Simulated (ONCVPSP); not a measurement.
# beryllium (Be), ONCV: configuration errors across variants

Be (Z = 4), optimised norm-conserving Vanderbilt (ONCV), made with ONCVPSP 4.0.1 (PBE, scalar-relativistic). Core none, reference 1s2 2s2. Waves: 1s+2s: rc 0.95 bohr, ncon 5, nbas 8, qcut 10.2 1/bohr, 2 projectors; p scattering state at 0.14 Ha: rc 0.85 bohr, ncon 3, nbas 7, qcut 9.2 1/bohr, 2 projectors, debl 0.8 Ha; d scattering state at 0.41 Ha: rc 0.85 bohr, ncon 3, nbas 8, qcut 12.2 1/bohr, 2 projectors, debl 3.7 Ha. Local part: polynomial inside 0.75 bohr (lpopt 5, dvloc0 0 Ha). Core correction: none.

All-electron excitation energies from the reference (eV): (1) 1s2 2s1 9.551; (2) 1s2 2s0 27.499; (3) 1s2 2s1.5 3.761; (4) 1s2 2s1 2p1 3.612.

1 further variants failed, have other tests or another functional or relativity, and are left out.

Errors AE − PS in meV (a dash: test not solved or not reliable):

| change | (1) | (2) | (3) | (4) | bound ghosts | GHOST(+) flags above zero |
| --- | --- | --- | --- | --- | --- | --- |
| base | +0.7 | +5.6 | +0.1 | +1.4 | none | none |
| p: rc 0.72; local potential polynomial inside 0.72 bohr (lpopt 5, dvloc0 0 Ha) | +0.7 | +5.6 | +0.1 | +1.4 | none | p |
| local potential polynomial inside 0.80 bohr (lpopt 5, dvloc0 4 Ha) | +0.7 | +5.6 | +0.1 | +1.4 | none | none |
| p: ncon 5, nbas 9 | +0.7 | +5.6 | +0.1 | +1.3 | none | p |
| p: nbas 6 | +0.7 | +5.6 | +0.1 | +1.4 | none | none |
| local potential polynomial inside 0.75 bohr (lpopt 5, dvloc0 -1 Ha) | +0.7 | +5.6 | +0.1 | +1.4 | none | none |

(1) Give the same row for: all radii scaled by about 1.13 (s 1.08, p 0.96, d 0.96 bohr); local potential polynomial inside 0.84 bohr (lpopt 5, dvloc0 0 Ha).

Answers

(1) +0.6, +5.1, +0.1, +1.5; bound ghosts: none; GHOST(+) flags above zero: none.
